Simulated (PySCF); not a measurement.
Si(Cl)2 cation (Cl2Si), SMILES Cl[Si]Cl (connectivity only; charge and spin as stated), charge +1, multiplicity 2.

Coordinates come from a r2SCAN-D4/def2-TZVP optimisation. The spin state was assumed, not searched. The isomer is the one that the SMILES or the coordinates give; other isomers of the formula were not compared.

All values below come from PySCF with PBE/def2-TZVPD.

The molecule is in vacuum.

Computed frontier levels, dipole moment and polarisability:
```json
{
 "α spin, highest occupied and lowest empty level": "-13.27 and -10.12 eV",
 "β spin, highest occupied and lowest empty level": "-14.68 and -11.78 eV",
 "dipole_moment_about_the_centre_of_nuclear_charge": "1.56 D",
 "mean_static_polarisability": "47.5 bohr³ (7.04 Å³)",
 "polarisability_principal_values": "35.2, 41.0, 66.3 bohr³",
 "⟨S²⟩": "0.753 (pure state 0.75)"
}
```
